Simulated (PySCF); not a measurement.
Molecule: `P[Si](P)(P)P`, H8P4Si.

Bonds (- single, = double, # triple, : aromatic): P1-Si2 2.269 Å, Si2-P3 2.268 Å, Si2-P4 2.268 Å, Si2-P5 2.270 Å. P1 carries H6, H7; P3 carries H8, H9; P4 carries H10, H11; P5 carries H12, H13.

Geometry PBE0-D3(BJ)/def2-SVP throughout; GIAO in PySCF, gas phase, one conformer, non-relativistic; equivalent atoms averaged; basis pcSseg-1.

For orientation, LC-wPBE gives these absolute shieldings σ: P1/P3/P4/P5 557.6, Si2 359.4, H6/H7/H8/H9/H10/H11/H12/H13 29.39 ppm.

A run gave: P1/P3/P4/P5 539.5, Si2 343.5, H6/H7/H8/H9/H10/H11/H12/H13 29.55 ppm (absolute shieldings σ).

Task: Which functional was used in that run?
A. BHandHLYP
B. CAM-B3LYP
C. PBE
D. B97-D

Result: A. Si2 tells them apart best: BHandHLYP gives 343.5, PBE gives 322.8, B97-D gives 327.9, CAM-B3LYP gives 328.7 ppm.
